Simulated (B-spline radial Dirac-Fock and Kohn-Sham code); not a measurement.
Radiative decay of the 3d3/2 hole in Sb

System: the Sb atom in the configuration [Kr] 4d10 5s2 5p3.

Calculated with a radial finite-basis atomic code, using a relativistic independent-particle model: LDA orbitals of the hole state, radiative multipoles to third order, Auger rates from the Coulomb interaction with a continuum orbital, Dirac-Fock energies.

```
 line  multipole  energy (eV)  rate (s⁻¹)  share (%)
M4-N2         E1            –    2.26e+11       81.9
M4-N3         E1        430.5    3.67e+10       13.3
M4-N4         E2        505.3    1.41e+08     0.0511
M4-O2         E1        537.8    1.13e+10       4.09
M4-O3         E1        538.5    1.81e+09      0.656
```

The listed lines hold 100.0 % of the radiative rate. A dash stands for an energy that rests on an unreliable hole state. The radiative width is 0.000181 eV in the length form and 0.000195 eV in the velocity form; the two differ because the transition energies are not eigenvalue differences of the potential that gave the orbitals.
